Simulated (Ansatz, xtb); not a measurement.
# Two isomers of C8H7N

We compare a, `CC#Cc1ccncc1`, a singlet, with b, `Cc1cccc(C#N)c1`, a singlet. Both are isolated molecules in the gas phase, relaxed with PBE0-D3(BJ)/def2-SVP.

a (Å):

```xyz
16

C    -3.3129   -0.7470    1.3791
C    -1.8955   -0.7572    1.0670
C    -0.7095   -0.7662    0.8051
C     0.6843   -0.7805    0.4986
C     1.3171    0.3299   -0.0821
C     2.6793    0.2577   -0.3585
C     2.8331   -1.8633    0.4460
C     1.4793   -1.9064    0.7657
N     3.4323   -0.8100   -0.1046
H    -3.9043   -1.1394    0.5366
H    -3.6656    0.2744    1.5901
H    -3.5294   -1.3705    2.2604
H     0.7474    1.2319   -0.3113
H     3.1875    1.1171   -0.8115
H     3.4666   -2.7348    0.6486
H     1.0395   -2.7975    1.2164
```

b (Å):

```xyz
16

C    -1.8406   -0.5228   -0.6003
C    -0.6105   -0.6091    0.2553
C    -0.5412    0.0505    1.4890
C     0.6094   -0.0007    2.2733
C     1.7213   -0.7159    1.8440
C     1.6677   -1.3850    0.6133
C     2.8007   -2.1332    0.1550
C     0.5070   -1.3295   -0.1709
N     3.7182   -2.7383   -0.2144
H    -1.9564   -1.4148   -1.2320
H    -2.7480   -0.4132    0.0105
H    -1.7887    0.3507   -1.2712
H    -1.4093    0.6139    1.8422
H     0.6378    0.5208    3.2326
H     2.6271   -0.7662    2.4503
H     0.4841   -1.8609   -1.1250
```

Quicker runs give these differences E(b) − E(a): GFN2-xTB −68.9 kJ/mol; HF/STO-3G −188.4 kJ/mol (at GFN2-xTB geometries); r2SCAN-D4/def2-SVP −142.3 kJ/mol (at GFN2-xTB geometries).

Problem. Estimate E(b) − E(a) at the level CCSD(T)/def2-SVP + ΔMP2/def2-TZVPP.

Solution. Calculated at CCSD(T)/def2-SVP + ΔMP2/def2-TZVPP: E(b) − E(a) = −155.8 kJ/mol, so structure b lies lower.

Level by level:

```csv
level,geometry,E(b) − E(a) (kJ/mol),departure from the last row (kJ/mol),"job, with rough time for the two"
GFN2-xTB,GFN2-xTB,−68.9,+86.9,"optimisation, 0.38 s"
HF/STO-3G,GFN2-xTB,−188.4,−32.5,"single point, 0.56 s"
r2SCAN-D4/def2-SVP,GFN2-xTB,−142.3,+13.6,"single point, 4.7 s"
PBE0-D3(BJ)/def2-SVP,PBE0-D3(BJ)/def2-SVP,−142.5,+13.3,"optimisation, 34 s"
HF/def2-SVP,PBE0-D3(BJ)/def2-SVP,−152.4,+3.4,part of the CCSD(T) run
MP2/def2-SVP,PBE0-D3(BJ)/def2-SVP,−166.6,−10.8,part of the CCSD(T) run
CCSD(T)/def2-SVP,PBE0-D3(BJ)/def2-SVP,−162.0,−6.2,single point
CCSD(T)/def2-SVP + ΔMP2/def2-TZVPP,PBE0-D3(BJ)/def2-SVP,−155.8,,"single point, 2.6 min"
```

As drawn, b has 2 C∷C, 1 C≡N in place of 1 C≡C, 2 C∷N (∷ is an aromatic bond).

The levels shown agree on the order. The largest departure from CCSD(T)/def2-SVP + ΔMP2/def2-TZVPP is that of GFN2-xTB, 86.9 kJ/mol. A small imaginary or near-zero mode remains, so no thermal terms are given. The last row adds to CCSD(T) the change of the MP2 difference between the two basis sets, here +6.2 kJ/mol.

The correlated steps freeze 9 core orbitals. Programs: Ansatz 0.2.0, xtb 6.7.1; the last row on 4 threads of Arm Neoverse V1 on a shared host.
